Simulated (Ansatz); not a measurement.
The cluster Si₄⁺, 4 atoms. Hardware: 4 threads of Arm Neoverse N1 on a shared host.

Correlated methods freeze 20 core orbitals.

**Question.** How many basis functions does each of these Ansatz runs have, and roughly what does it cost? PBE0-D4/def2-TZVP, charge 1 quartet, energy, from earlier orbitals; r2SCAN-D4/def2-TZVP, charge 1 doublet, frequencies; MP2/def2-TZVP, charge 1 doublet, energy, from earlier orbitals; r2SCAN-D4/def2-TZVP, charge 0 triplet at the geometry of the charge 1 doublet, energy, from earlier orbitals; PBE-D4/def2-TZVP, charge 0 triplet at the geometry of the charge 1 doublet, energy, from earlier orbitals; r2SCAN-D4/def2-TZVP, charge 1 quartet, relaxation, 5 steps; HF/STO-3G, charge 1 doublet, energy; PBE0-D4/def2-TZVP, charge 1 doublet, energy, from earlier orbitals; PBE with 35 % exact exchange/def2-TZVP, charge 1 doublet, energy, from earlier orbitals; HF/def2-TZVP, charge 1 quartet, energy, from earlier orbitals; BHLYP-D4/def2-TZVP, charge 1 quartet, energy, from earlier orbitals; PBE0-D4/def2-SVP, charge 1 quartet, energy with a search over starts.

**Answer.** Other jobs shared the machine, so times can vary by a factor of up to 3. A dash marks memory too small to be measured apart from the calling script's.

```tsv
run	functions	fitting or Cholesky vectors	wall time	peak host memory (GiB)
HF/STO-3G, charge 1 doublet, energy	36	388	0.35 s	–
PBE-D4/def2-TZVP, charge 0 triplet at the geometry of the charge 1 doublet, energy, from earlier orbitals	148	1008	3.2 s	–
PBE0-D4/def2-SVP, charge 1 quartet, energy with a search over starts	72	664	3.8 s	–
PBE0-D4/def2-TZVP, charge 1 doublet, energy, from earlier orbitals	148	1072	4.7 s	–
PBE with 35 % exact exchange/def2-TZVP, charge 1 doublet, energy, from earlier orbitals	148	1084	4.8 s	–
PBE0-D4/def2-TZVP, charge 1 quartet, energy, from earlier orbitals	148	1072	4.8 s	–
HF/def2-TZVP, charge 1 quartet, energy, from earlier orbitals	148	1232	6 s	0.59
MP2/def2-TZVP, charge 1 doublet, energy, from earlier orbitals	148	886	6 s	–
r2SCAN-D4/def2-TZVP, charge 0 triplet at the geometry of the charge 1 doublet, energy, from earlier orbitals	148	1008	9 s	–
BHLYP-D4/def2-TZVP, charge 1 quartet, energy, from earlier orbitals	148	1112	12 s	0.66
r2SCAN-D4/def2-TZVP, charge 1 quartet, relaxation, 5 steps	148	1008	30 s	–
r2SCAN-D4/def2-TZVP, charge 1 doublet, frequencies	148	1008	97 s	–
```
